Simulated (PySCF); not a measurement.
CHNO, triplet, at a GFN2-xTB geometry (a higher spin typed on purpose: for a closed-shell molecule this is an excited state); DF-PBE/cc-pVDZ in PySCF.

The PySCF input:
```python
from pyscf import gto, scf, dft

mol = gto.M(
    atom='''
N    -1.098185    0.248837    0.182049
C     0.114465   -0.303545    0.214560
O     1.099133    0.032439   -0.419007
H    -1.792559   -0.180102    0.790356
''',
    basis='cc-pvdz',
    charge=0,
    spin=2,
    verbose=4,
)

mf = dft.UKS(mol)
mf.xc = 'pbe'
mf = mf.density_fit(auxbasis='def2-universal-jkfit')
mf.kernel()
```

What the program printed (banner, timings and long lists left out):

```
PySCF version 2.14.0

[INPUT] verbose = 4
[INPUT] num. atoms = 4
[INPUT] num. electrons = 22
[INPUT] charge = 0
[INPUT] spin (= nelec alpha-beta = 2S) = 2
[INPUT] symmetry False subgroup None
[INPUT] Mole.unit = angstrom
[INPUT] Symbol           X                Y                Z      unit          X                Y                Z       unit  Magmom
[INPUT]  1 N     -1.098185000000   0.248837000000   0.182049000000 AA   -2.075268884105   0.470233779658   0.344022751251 Bohr   0.0
[INPUT]  2 C      0.114465000000  -0.303545000000   0.214560000000 AA    0.216307500848  -0.573616916481   0.405459637287 Bohr   0.0
[INPUT]  3 O      1.099133000000   0.032439000000  -0.419007000000 AA    2.077060344472   0.061300825755  -0.791808474276 Bohr   0.0
[INPUT]  4 H     -1.792559000000  -0.180102000000   0.790356000000 AA   -3.387445572124  -0.340343454486   1.493556380907 Bohr   0.0

nuclear repulsion = 57.0535655087431
number of shells = 18
number of NR pGTOs = 85
number of NR cGTOs = 47
basis = cc-pvdz
ecp = {}

******** <class 'pyscf.df.df_jk.DFUKS'> ********
method = DFUKS
initial guess = minao
damping factor = 0
level_shift factor = 0
DIIS = <class 'pyscf.scf.diis.CDIIS'>
diis_start_cycle = 1
diis_space = 8
diis_damp = 0
SCF conv_tol = 1e-09
SCF conv_tol_grad = None
SCF max_cycles = 50
direct_scf = False
number electrons alpha = 12  beta = 10
XC library pyscf.dft.libxc version 7.1.2
    S. Lehtola, C. Steigemann, M. J. T. Oliveira, and M. A. L. Marques,  SoftwareX 7, 1–5 (2018)
XC functionals = pbe
    J. P. Perdew, K. Burke, and M. Ernzerhof,  Phys. Rev. Lett. 77, 3865 (1996)
    J. P. Perdew, K. Burke, and M. Ernzerhof,  Phys. Rev. Lett. 78, 1396 (1997)
    J. P. Perdew, K. Burke, and M. Ernzerhof,  Phys. Rev. Lett. 77, 3865 (1996)
    J. P. Perdew, K. Burke, and M. Ernzerhof,  Phys. Rev. Lett. 78, 1396 (1997)
radial grids:
    Treutler-Ahlrichs [JCP 102, 346 (1995); DOI:10.1063/1.469408] (M4) radial grids

becke partition: Becke, JCP 88, 2547 (1988); DOI:10.1063/1.454033
pruning grids: <function nwchem_prune>
grids dens level: 3
symmetrized grids: False
atomic radii adjust function: <function treutler_atomic_radii_adjust>
small_rho_cutoff = 0
Set gradient conv threshold to 3.16228e-05
tot grids = 51912
init E= -168.726501258705

cycle= 1 E= -168.254443934286  delta_E= 0.472  |g|= 0.528  |ddm|=  1.7

cycle= 2 E= -165.818164773287  delta_E= 2.44  |g|= 2.22  |ddm|= 2.42

cycle= 3 E= -168.35239657685  delta_E= -2.53  |g|= 0.239  |ddm|= 2.22

cycle= 4 E= -168.346605656153  delta_E= 0.00579  |g|= 0.238  |ddm|= 0.272

cycle= 5 E= -168.374749522854  delta_E= -0.0281  |g|= 0.0176  |ddm|= 0.175

cycle= 6 E= -168.374923942366  delta_E= -0.000174  |g|= 0.00579  |ddm|= 0.0203

cycle= 7 E= -168.37494332647  delta_E= -1.94e-05  |g|= 0.00193  |ddm|= 0.00788

cycle= 8 E= -168.374945807195  delta_E= -2.48e-06  |g|= 0.00078  |ddm|= 0.0032

cycle= 9 E= -168.374946220581  delta_E= -4.13e-07  |g|= 0.00018  |ddm|= 0.00104

cycle= 10 E= -168.374946236502  delta_E= -1.59e-08  |g|= 4.32e-05  |ddm|= 0.000185

cycle= 11 E= -168.374946237588  delta_E= -1.09e-09  |g|= 7.66e-06  |ddm|= 5.85e-05

cycle= 12 E= -168.374946237617  delta_E= -2.87e-11  |g|= 3.09e-06  |ddm|= 1.08e-05

Extra cycle  E= -168.374946237579  delta_E= 3.76e-11  |g|= 1e-05  |ddm|= 8.28e-06
converged SCF energy = -168.374946237579  <S^2> = 2.0069571  2S+1 = 3.0046345
```
